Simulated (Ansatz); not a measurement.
C3H8Si2, SMILES `C=C1C[SiH]1[SiH3]`. The species carries charge 0 and has multiplicity 1. All single points use the PBE0-D4/def2-TZVP geometry.

```xyz
13

C     2.294   -0.680    0.028
C     1.039   -0.522   -0.349
C     0.302    0.039   -1.526
Si   -0.771   -0.623   -0.128
Si   -1.796    0.902    1.291
H     2.547   -1.132    0.981
H     3.123   -0.365   -0.603
H     0.351   -0.534   -2.451
H     0.367    1.113   -1.691
H    -1.428   -1.935   -0.347
H    -3.188    1.192    0.854
H    -1.839    0.389    2.686
H    -1.001    2.157    1.255
```

(1) What is the dipole moment at ωB97M-V/def2-TZVPP? (Best estimate.)

(2) And with PBE, r2SCAN, B3LYP? (An estimate is asked.)

(3) Give the Mulliken charges with ωB97M-V, B3LYP, PBE in def2-TZVPP. (An estimate is asked.)

## Answers

(1) Computed: 0.23 D, with components (-0.20, 0.09, -0.07) D in this frame, pointing from negative to positive charge.

(2) The calculation gave: PBE 0.24 D, r2SCAN 0.24 D, B3LYP 0.22 D.

(3) Computed: 
```csv
atom,ωB97M-V,B3LYP,PBE
C1,-0.23,-0.23,-0.20
C2,-0.10,-0.08,-0.07
C3,-0.29,-0.23,-0.18
Si4,0.20,0.21,0.15
Si5,0.05,0.16,0.10
H6,0.11,0.11,0.10
H7,0.10,0.10,0.09
H8,0.11,0.09,0.09
H9,0.11,0.09,0.09
H10,-0.02,-0.07,-0.06
H11,-0.02,-0.05,-0.04
H12,-0.01,-0.05,-0.04
H13,-0.01,-0.05,-0.04
```

B3LYP here is the variant with VWN-RPA as its local correlation; programs differ in this.
